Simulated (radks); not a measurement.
The nuclear charge of the iodine ion I+ is varied continuously with 52 electrons held in [Kr] 4d10 5s2 5p4. Method: Dirac Kohn-Sham, PBE, spin-unpolarised, spherical densities, finite nucleus; open shells are shared between the two j in proportion to 2j + 1; Fermi nuclear charge, rms radius 4.75 fm; computed with a radial shooting solver on a logarithmic mesh with Libxc functionals. By the Hellmann-Feynman theorem dE/dZ = E(electron-nucleus)/Z, the electronic potential at the nucleus (averaged over a nucleus of fixed radius).

Z     E (hartree)  E(electron-nucleus)/Z (hartree)   HOMO  e(HOMO) (eV)  <r> HOMO (bohr)
52    -6796.59319                         -317.504  5p3/2        -5.708            2.715
52.1  -6828.38639                         -318.360  5p3/2        -6.539            2.670
52.2  -6860.26524                         -319.217  5p3/2        -7.394            2.627
52.3  -6892.22976                         -320.074  5p3/2        -8.272            2.587
52.4  -6924.27995                         -320.930  5p3/2        -9.171            2.549
52.5  -6956.41581                         -321.787  5p3/2       -10.091            2.513
52.6  -6988.63735                         -322.644  5p3/2       -11.032            2.478
52.7  -7020.94459                         -323.501  5p3/2       -11.993            2.445
52.8  -7053.33754                         -324.358  5p3/2       -12.973            2.414
52.9  -7085.81622                         -325.215  5p3/2       -13.973            2.384
53    -7118.38065                         -326.073  5p3/2       -14.992            2.355
53.1  -7151.03084                         -326.931  5p3/2       -16.029            2.327
53.2  -7183.76682                         -327.789  5p3/2       -17.084            2.300
53.3  -7216.58861                         -328.647  5p3/2       -18.157            2.274
53.4  -7249.49625                         -329.506  5p3/2       -19.248            2.250
53.5  -7282.48974                         -330.364  5p3/2       -20.356            2.226
53.6  -7315.56913                         -331.223  5p3/2       -21.481            2.202
53.7  -7348.73444                         -332.083  5p3/2       -22.623            2.180
53.8  -7381.98570                         -332.942  5p3/2       -23.782            2.158
53.9  -7415.32295                         -333.802  5p3/2       -24.957            2.137
54    -7448.74620                         -334.663  5p3/2       -26.148            2.116

The central difference of E at Z = 53 is -326.073 hartree, to compare with the third column; the second derivative is -8.58 hartree.
